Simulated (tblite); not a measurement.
Isomers of C7H8N2O. Method: GFN2-xTB as coded in tblite; computed harmonic values from a numerical Hessian at the method's own geometry, unscaled. This tight-binding method is rough: wavenumbers can miss measured ones by several per cent, in bad cases by 10 to 20. One conformer each.

Electronic energies: GFN2-xTB at the same geometries; isomer energies are rough at this level and their order can be wrong.

| SMILES | electronic energy, lowest = 0 (kJ/mol) |
| --- | --- |
| O=Cc1ccnn1C1CC1 | 0.0 |
| CC(=O)c1ccnnc1C | 6.5 |
| C=Cc1nnc(C2CC2)o1 | 19.4 |

Q: How do GFN2-xTB zero-point energies change the relative energies?

A: 
```tsv
SMILES	ZPE (kJ/mol)	of it from modes above 1550 cm⁻¹	electronic (kJ/mol)	with ZPE, lowest = 0 (kJ/mol)	lowest mode (cm⁻¹)	rings
O=Cc1ccnn1C1CC1	365.6	157.9	0.0	0.0	44	2
CC(=O)c1ccnnc1C	359.2	156.3	6.5	0.1	24	1
C=Cc1nnc(C2CC2)o1	363.9	167.9	19.4	17.7	45	2
```

The zero-point energies span 6.4 kJ/mol, from `CC(=O)c1ccnnc1C` to `O=Cc1ccnn1C1CC1`. The order is unchanged.
